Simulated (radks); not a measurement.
Initial-state core-level shifts of the niobium ion Nb3+ when its valence configuration changes from [Kr] 4d2. Calculated with a radial shooting solver on a logarithmic mesh with Libxc functionals: scalar-relativistic Kohn-Sham, PBE, spin-unpolarised, spherical densities, point nucleus. Shifts are changes of the shell-averaged eigenvalues in eV (positive: less bound).

5p2: 2s -12.714; 2p -12.656; 3p -12.264; 4s -10.579
4d1 5p1: 2s -6.177; 2p -6.150; 3p -5.985; 4s -5.254
4d1 5s1: 2s -5.076; 2p -5.054; 3p -4.876; 4s -4.198
4d0.5 5s1 5p0.5: 2s -8.312; 2p -8.275; 3p -7.993; 4s -6.876
5s2: 2s -10.537; 2p -10.491; 3p -10.079; 4s -8.530
4d1 5s0.5 5p0.5: 2s -5.627; 2p -5.603; 3p -5.431; 4s -4.727
4d1.5 5s0.5: 2s -2.486; 2p -2.476; 3p -2.394; 4s -2.077
4d0.5 5p1.5: 2s -9.405; 2p -9.363; 3p -9.093; 4s -7.914
5s1 5p1: 2s -11.631; 2p -11.579; 3p -11.177; 4s -9.562
